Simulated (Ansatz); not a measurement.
Reaction (substitution at a C–C bond): `CC(C)NC(C)(C)C` + `N[AsH]O` → `CN[AsH]O` + `CCNC(C)(C)C`

Calculated with Ansatz (gas phase, PBE0-D4/def2-TZVP geometries, no zero-point term in ΔE). CCSD(T)/CBS adds triple-zeta CCSD(T) − MP2 to the extrapolated MP2 energy (def2 sets, frozen cores). For As outer-core shells are correlated without core-valence functions, which leaves a few kJ/mol of doubt a bond. Scalar relativity is left out up to krypton. Each species was taken in one conformer, which may not be the lowest.

| species | MP2/def2-QZVPP energy (Eh) |
| --- | --- |
| `CC(C)NC(C)(C)C` | -331.10606 |
| `N[AsH]O` | -2367.01449 |
| `CN[AsH]O` | -2406.23691 |
| `CCNC(C)(C)C` | -291.86758 |

Work out ΔE.

ΔE = (-2406.23691) + (-291.86758) − (-331.10606) − (-2367.01449) = 0.01606 Eh = +0.44 eV. CCSD(T)/CBS gives +0.41 eV.

Largest T1 diagnostic among the species: 0.012.

The D4 term adds +0.03 eV with B3LYP and +0.02 eV with PBE0; it sums over pairs of atoms, weighted by their polarisabilities, and B3LYP, whose exchange is more repulsive, gets the larger term. In def2-TZVPP, CCSD(T) changes the Hartree–Fock value by +0.08 eV (the triples alone add +0.01 eV) and MP2 by +0.10 eV.

B3LYP here is the variant with VWN-RPA as its local correlation; programs differ in this.
